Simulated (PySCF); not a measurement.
Levels of Ho⁶⁴⁺ from EOM-EA-GCCSD

Reference: closed-shell Ho⁶⁵⁺, 1s2; one electron is added. Calculated with PySCF 2.14, two-component X2C-1e with screened spin-orbit coupling, an even-tempered Gaussian basis (16 s from 21 bohr⁻², ratio 2.6; 13 p from 28 bohr⁻², ratio 2.6; 6 d from 28 bohr⁻², ratio 2.8; 3 f from 1200 bohr⁻², ratio 2.8); frozen nothing; the 36 highest virtual spinors dropped; of the others 56 kept and the rest restored at second order. No Breit or QED terms. Binding energies in eV.

| level | Koopmans |
| --- | --- |
| 2s1/2 | 15763.7 |
| 2p1/2 | 15606.7 |
| 2p3/2 | 14624.6 |

Question: How does correlation move these levels?

Answer: 2s1/2: second order 15763.9, EOM-CCSD 15763.9; 2p1/2: second order 15607.2, EOM-CCSD 15607.2; 2p3/2: second order 14625.0, EOM-CCSD 14625.0.

For comparison, the ionisation energy of Ho⁶⁴⁺ is 15745.77 ± 0.11 eV (theoretical estimate listed by NIST; NIST Atomic Spectra Database, ionization energies).

Only part of the computed levels is shown.
